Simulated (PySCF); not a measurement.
PySCF input (B3PW91/6-31G* (5d)):

```python
from pyscf import gto, dft

mol = gto.M(
    atom='''
    Si    0.28344100    0.30471300    0.59047000
    F     1.03207800    1.44351800   -0.14563200
    Cl   -0.77981600   -1.01515500   -0.40917000
    ''',
    basis='6-31g*',
    charge=1,
    spin=1,
    verbose=4,
)

mf = dft.UKS(mol, xc='b3pw91')
mf.grids.level = 3
mf.conv_tol = 1e-9
mf.max_cycle = 100
mf.max_memory = 1500
mf.kernel()
if not mf.converged:
    mf = mf.newton()
    mf.kernel(mf.make_rdm1())
mo, _, stable, _ = mf.stability(return_status=True)
if not stable:
    mf.kernel(mf.make_rdm1(mo, mf.mo_occ))
    stable = mf.stability(return_status=True)[2]
mf.dip_moment()
```

Output:

```
PySCF version 2.14.0

[INPUT] verbose = 4
[INPUT] num. atoms = 3
[INPUT] num. electrons = 39
[INPUT] charge = 1
[INPUT] spin (= nelec alpha-beta = 2S) = 1
[INPUT] symmetry False subgroup None
[INPUT] Mole.unit = angstrom
[INPUT] Symbol           X                Y                Z      unit          X                Y                Z       unit  Magmom
[INPUT]  1 Si     0.283441000000   0.304713000000   0.590470000000 AA    0.535625862473   0.575824116595   1.115826584772 Bohr   0.0
[INPUT]  2 F      1.032078000000   1.443518000000  -0.145632000000 AA    1.950344759189   2.727853675880  -0.275204594973 Bohr   0.0
[INPUT]  3 Cl    -0.779816000000  -1.015155000000  -0.409170000000 AA   -1.473638667554  -1.918364923983  -0.773219238388 Bohr   0.0

nuclear repulsion = 133.463601606489
number of shells = 22
number of NR pGTOs = 129
number of NR cGTOs = 50
basis = 6-31g*
ecp = {}

******** <class 'pyscf.dft.uks.UKS'> ********
method = UKS
initial guess = minao
damping factor = 0
level_shift factor = 0
DIIS = <class 'pyscf.scf.diis.CDIIS'>
diis_start_cycle = 1
diis_space = 8
diis_damp = 0
SCF conv_tol = 1e-09
SCF conv_tol_grad = None
SCF max_cycles = 100
direct_scf = True
direct_scf_tol = 1e-13
number electrons alpha = 20  beta = 19
XC library pyscf.dft.libxc version 7.1.2
    S. Lehtola, C. Steigemann, M. J. T. Oliveira, and M. A. L. Marques,  SoftwareX 7, 1–5 (2018)
XC functionals = b3pw91
    A. D. Becke,  J. Chem. Phys. 98, 5648 (1993)
radial grids:
    Treutler-Ahlrichs [JCP 102, 346 (1995); DOI:10.1063/1.469408] (M4) radial grids

becke partition: Becke, JCP 88, 2547 (1988); DOI:10.1063/1.454033
pruning grids: <function nwchem_prune>
grids dens level: 3
symmetrized grids: False
atomic radii adjust function: <function treutler_atomic_radii_adjust>
small_rho_cutoff = 0
Set gradient conv threshold to 3.16228e-05
tot grids = 52328
init E= -849.724212337882
  alpha nocc = 20  HOMO = -0.246773843492935  LUMO = -0.0968525398141686
  beta  nocc = 19  HOMO = -0.402658320798383  LUMO = -0.246773843492934

WARN: HOMO -0.246773843492935 >= LUMO -0.246773843492934

cycle= 1 E= -848.980463361718  delta_E= 0.744  |g|= 0.442  |ddm|= 1.43
  alpha nocc = 20  HOMO = -0.576136803195488  LUMO = -0.372608717535114
  beta  nocc = 19  HOMO = -0.58636380859296  LUMO = -0.490178649113913
  HOMO = -0.576136803195  LUMO = -0.490178649114  gap/eV = 2.33904
cycle= 2 E= -848.728274847294  delta_E= 0.252  |g|= 0.946  |ddm|= 1.22
  alpha nocc = 20  HOMO = -0.581052087172209  LUMO = -0.346031895642501
  beta  nocc = 19  HOMO = -0.617608508778058  LUMO = -0.467063695333283
  HOMO = -0.581052087172  LUMO = -0.467063695333  gap/eV = 3.10178
cycle= 3 E= -849.08085002602  delta_E= -0.353  |g|= 0.0698  |ddm|= 0.697
  alpha nocc = 20  HOMO = -0.568127229487871  LUMO = -0.326272461134096
  beta  nocc = 19  HOMO = -0.624678419791089  LUMO = -0.445017693896466
  HOMO = -0.568127229488  LUMO = -0.445017693896  gap/eV = 3.34998
cycle= 4 E= -849.082158204183  delta_E= -0.00131  |g|= 0.0507  |ddm|= 0.14
  alpha nocc = 20  HOMO = -0.56785740861403  LUMO = -0.32618622575733
  beta  nocc = 19  HOMO = -0.612693151084995  LUMO = -0.441902103641196
  HOMO = -0.567857408614  LUMO = -0.441902103641  gap/eV = 3.42742
cycle= 5 E= -849.08376562118  delta_E= -0.00161  |g|= 0.00594  |ddm|= 0.0692
  alpha nocc = 20  HOMO = -0.569435283189926  LUMO = -0.327123730157185
  beta  nocc = 19  HOMO = -0.615072865050387  LUMO = -0.441990362447052
  HOMO = -0.56943528319  LUMO = -0.441990362447  gap/eV = 3.46795
cycle= 6 E= -849.083789848354  delta_E= -2.42e-05  |g|= 0.00178  |ddm|= 0.0113
  alpha nocc = 20  HOMO = -0.569522818148232  LUMO = -0.327108581762552
  beta  nocc = 19  HOMO = -0.614528974213048  LUMO = -0.441642118175223
  HOMO = -0.569522818148  LUMO = -0.441642118175  gap/eV = 3.47981
cycle= 7 E= -849.083792597359  delta_E= -2.75e-06  |g|= 0.000411  |ddm|= 0.00343
  alpha nocc = 20  HOMO = -0.569562943627804  LUMO = -0.327132197840344
  beta  nocc = 19  HOMO = -0.614547076919478  LUMO = -0.441558925615905
  HOMO = -0.569562943628  LUMO = -0.441558925616  gap/eV = 3.48317
cycle= 8 E= -849.083792815273  delta_E= -2.18e-07  |g|= 0.000109  |ddm|= 0.00104
  alpha nocc = 20  HOMO = -0.569567856466959  LUMO = -0.32713487903546
  beta  nocc = 19  HOMO = -0.614550264280622  LUMO = -0.441539947536741
  HOMO = -0.569567856467  LUMO = -0.441539947537  gap/eV = 3.48382
cycle= 9 E= -849.083792837311  delta_E= -2.2e-08  |g|= 3.26e-05  |ddm|= 0.000397
  alpha nocc = 20  HOMO = -0.569570577215492  LUMO = -0.327137921008771
  beta  nocc = 19  HOMO = -0.614550857140237  LUMO = -0.441541789775703
  HOMO = -0.569570577215  LUMO = -0.441541789776  gap/eV = 3.48384
cycle= 10 E= -849.083792838915  delta_E= -1.6e-09  |g|= 1.14e-05  |ddm|= 0.00011
  alpha nocc = 20  HOMO = -0.569568905482364  LUMO = -0.327136782676766
  beta  nocc = 19  HOMO = -0.61454924504896  LUMO = -0.44154077026766
  HOMO = -0.569568905482  LUMO = -0.441540770268  gap/eV = 3.48382
cycle= 11 E= -849.083792839001  delta_E= -8.64e-11  |g|= 8.38e-06  |ddm|= 2.07e-05
  alpha nocc = 20  HOMO = -0.569569754751719  LUMO = -0.327137438182004
  beta  nocc = 19  HOMO = -0.614548364546532  LUMO = -0.44154126149402
  HOMO = -0.569569754752  LUMO = -0.441541261494  gap/eV = 3.48383
Extra cycle  E= -849.083792838977  delta_E= 2.48e-11  |g|= 1.34e-05  |ddm|= 1.88e-05
converged SCF energy = -849.083792838977  <S^2> = 0.75362718  2S+1 = 2.0036239
uhf_internal: lowest eigs of H = [0.22987517 0.23126729 0.30708529]
<class 'pyscf.dft.uks.UKS'> wavefunction is stable in the internal stability analysis

WARN: System has nonzero charge 1; the dipole moment is origin-dependent.
Location of origin: [0. 0. 0.]

Dipole moment(X, Y, Z, Debye):  0.33478,  0.10329,  2.46125
```

The dipole moment of an ion depends on the origin.

The geometry given is a B3LYP-D3(BJ)/def2-TZVP minimum.
